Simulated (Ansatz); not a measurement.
cyclohexanone (C$_{6}$H$_{10}$O), singlet, at a GFN2-xTB geometry. Base run: B3LYP/def2-SVP in Ansatz (an electronic-structure program).

Here is a job for Ansatz.
Ansatz 0.2 input:
```yaml
crystal:
  periodic: [false, false, false]
  atoms:
    - {symbol: O, position_ang: [2.25319886, 0.38747361, -0.15059007]}
    - {symbol: C, position_ang: [1.11141593, 0.21481818, 0.19248471]}
    - {symbol: C, position_ang: [0.10583456, 1.33600325, 0.31546258]}
    - {symbol: C, position_ang: [-1.14762441, 1.02516163, -0.50667753]}
    - {symbol: C, position_ang: [-1.74025140, -0.31820921, -0.09700492]}
    - {symbol: C, position_ang: [-0.71145930, -1.42655699, -0.28893100]}
    - {symbol: C, position_ang: [0.54707611, -1.14425040, 0.53574342]}
    - {symbol: H, position_ang: [-0.16716421, 1.43383899, 1.36918106]}
    - {symbol: H, position_ang: [0.56339300, 2.27052471, -0.01264100]}
    - {symbol: H, position_ang: [-1.88087258, 1.82167185, -0.36534325]}
    - {symbol: H, position_ang: [-0.88337911, 0.99815491, -1.56614608]}
    - {symbol: H, position_ang: [-2.62673309, -0.52931101, -0.69820774]}
    - {symbol: H, position_ang: [-2.04747157, -0.27979996, 0.95085283]}
    - {symbol: H, position_ang: [-1.13173332, -2.38929918, 0.00864923]}
    - {symbol: H, position_ang: [-0.44034152, -1.49219443, -1.34496861]}
    - {symbol: H, position_ang: [1.30660714, -1.90714075, 0.35839349]}
    - {symbol: H, position_ang: [0.29215540, -1.14803285, 1.59848700]}
basis:
  gaussian:
    orbitals: def2-SVP
hamiltonian:
  xc: b3lyp
```

Variants of this job, named by their change:

```csv
change,ΔE vs base (kcal/mol)
base,0.000
accuracy = high,-0.003
forces = on,-0.003
"final_grid = 10, 20, 41",0.000
lower_state_search = full,0.000
"point_charge = charge:-1.0 position_ang:0.9861, 4.1052, -3.5914",-0.514
"final_grid = 4, 8, 17",0.273
fitting.mean_field = def2-universal-JKFIT,-0.053
nuclear_model = gaussian,0.019
"final_grid = 14, 28, 59",0.000
fitting.mean_field = cc-pVTZ-JKFIT,-0.070
```
